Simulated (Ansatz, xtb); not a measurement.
CH7ClGeSi: which of two isomers lies lower

Structure I is `[CH3][Ge@@H]([SiH3])[Cl]`, a singlet and structure II is `C[Si@@H](Cl)[GeH3]`, a singlet. Both are isolated molecules in the gas phase, relaxed with B3LYP-D3(BJ)/def2-SVP.

Quicker runs give these differences E(II) − E(I): GFN2-xTB +8.4 kcal/mol; HF/STO-3G −3.3 kcal/mol (at GFN2-xTB geometries); r2SCAN-D4/def2-SVP −6.0 kcal/mol (at GFN2-xTB geometries).

Problem. Estimate E(II) − E(I) at the level CCSD(T)/def2-SVP + ΔMP2/def2-TZVPP.

Solution. Calculated at CCSD(T)/def2-SVP + ΔMP2/def2-TZVPP: E(II) − E(I) = −6.1 kcal/mol, so structure II lies lower.

The same difference at several levels:

```csv
level,geometry,E(II) − E(I) (kcal/mol),departure from the last row (kcal/mol),"job, with rough time for the two"
GFN2-xTB,GFN2-xTB,+8.4,+14.5,"optimisation, 0.19 s"
HF/STO-3G,GFN2-xTB,−3.3,+2.8,"single point, 0.48 s"
r2SCAN-D4/def2-SVP,GFN2-xTB,−6.0,+0.1,"single point, 3.3 s"
B3LYP-D3(BJ)/def2-SVP,B3LYP-D3(BJ)/def2-SVP,−6.0,+0.1,"optimisation, 32 s"
HF/def2-SVP,B3LYP-D3(BJ)/def2-SVP,−5.2,+0.8,part of the CCSD(T) run
MP2/def2-SVP,B3LYP-D3(BJ)/def2-SVP,−6.5,−0.4,part of the CCSD(T) run
CCSD(T)/def2-SVP,B3LYP-D3(BJ)/def2-SVP,−6.2,−0.1,single point
CCSD(T)/def2-SVP + ΔMP2/def2-TZVPP,B3LYP-D3(BJ)/def2-SVP,−6.1,,"single point, 27 s"
```

As drawn, II has 1 C–Si, 1 Cl–Si, 2 Ge–H in place of 1 C–Ge, 1 Cl–Ge, 2 Si–H.

GFN2-xTB puts the two in the other order. The largest departure from CCSD(T)/def2-SVP + ΔMP2/def2-TZVPP is that of GFN2-xTB, 14.5 kcal/mol. The last row adds to CCSD(T) the change of the MP2 difference between the two basis sets, here +0.1 kcal/mol.

With thermal terms from frequencies at re-optimised GFN2-xTB minima (ideal gas, soft modes damped towards free rotors, one conformer each, 298.15 K, 1 atm): the zero-point term adds +0.6 kcal/mol; ΔH is −5.6 and ΔG −5.4 kcal/mol.

The correlated steps freeze 20 core orbitals; the filled d shell of Ge is correlated, in a basis made for valence electrons. Run with Ansatz 0.2.0, xtb 6.7.1; the last row on 2 threads of Intel(R) Xeon(R) 6975P-C (Granite Rapids) on a shared host.
